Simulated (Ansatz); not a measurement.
A run for Ansatz (a program for electronic structure): R-RI-MP2/aug-cc-pV(T+d)Z on HCl (SMILES Cl) with ghost functions, monomers drawn apart or pushed together. Files ending in .json are basis or fitting sets from the Basis Set Exchange.

Ansatz 0.2 input:
```yaml
crystal:
  periodic: [false, false, false]
  atoms:
    - {symbol: Cl, position_ang: [-0.44736345, 0.01661880, 0.25716943]}
    - {symbol: H, position_ang: [-0.30982662, 0.03203966, 1.54328828]}
basis:
  gaussian:
    orbitals: aug-cc-pV_T+d_Z.json
    fitting: {mean_field: def2-universal-JKFIT, correlation: aug-cc-pVTZ-RIFIT.json}
    ghost_atoms:
      - {symbol: C, position_ang: [0.58140885, 0.58729101, 5.70581384]}
      - {symbol: C, position_ang: [-0.27730737, -0.41894906, 5.81593718]}
      - {symbol: H, position_ang: [1.64516251, 0.41765927, 5.59120087]}
      - {symbol: H, position_ang: [0.25447686, 1.61977744, 5.72996973]}
      - {symbol: H, position_ang: [-1.34059546, -0.24917755, 5.93457424]}
      - {symbol: H, position_ang: [0.05005894, -1.45136054, 5.79576227]}
magnetization: {spin_polarized: false}
correlation: {method: mp2, electrons: outside_noble_gas}
scf: {lower_state_search: off}
```

Output:

```
WARN ansatz: RAYON_NUM_THREADS=1 ignored (pool sized by the plan → 1); use --threads N
Functional definition: HF
these checks for a lower state are left out or cut short: stability, starts, cluster_reference, orbital_swaps, neighbouring_geometries, increment
integrals: 0.21 GiB planned
368 factors; integrals over basis functions are off by at most 1.4e0 eV
mean field: 0.38 GiB planned
mean field evaluation 1: about -12519.7755 eV, gradient 1.0e1 eV
mean field evaluation 2: about -12520.1302 eV, gradient 4.3e0 eV
mean field evaluation 4: about -12520.1808 eV, gradient 3.5e-1 eV
mean field -12520.18178128 eV, -460.1081939780 hartree, gradient 2.7e-6 eV, S^2 0.000000; 0 other end points of the search recorded, 0 dependent functions left out
5 core orbitals not correlated
589 factors; their error is unknown
reference -12520.18178128 eV, -460.1081939780 hartree; 4, 4 occupied and 253, 253 virtual orbitals, 589 factors
second order -5.66582215 eV of doubles, -0.00000000 eV of singles
Total energy: -12525.84760342 eV, -460.3164091014 hartree
Checks for a lower state left out: stability, starts, cluster_reference, orbital_swaps, neighbouring_geometries, increment
```

The run converged.

Cost: about 0.9 core-seconds (a rough figure).
